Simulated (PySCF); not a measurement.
(3R)-1-fluoro-3-methylcyclobutene (C5H7F), SMILES C[C@H]1C=C(F)C1.

Geometry: r2SCAN-D4/def2-SVP.

Vertical ionisation energy (IE) and electron affinity (EA) in eV. Rows of orbital energies are one-electron estimates. Where ΔSCF, EOM or ADC give a negative EA the extra electron is unbound and the value depends on the basis.

```
level                                          IE    EA
-------------------------------------------  ----  ----
−ε(HOMO), −ε(LUMO), ωB97X/def2-TZVP (PySCF)     …     …
−ε(HOMO), −ε(LUMO), PBE/def2-TZVP (PySCF)    5.87  0.48
```

**Question.** Some entries are withheld; supply them. (Estimate from the structure and the level; the computed values follow.)

**Answer.** 
- −ε(HOMO), −ε(LUMO), ωB97X/def2-TZVP (PySCF), IE: 9.39
- −ε(HOMO), −ε(LUMO), ωB97X/def2-TZVP (PySCF), EA: -2.73
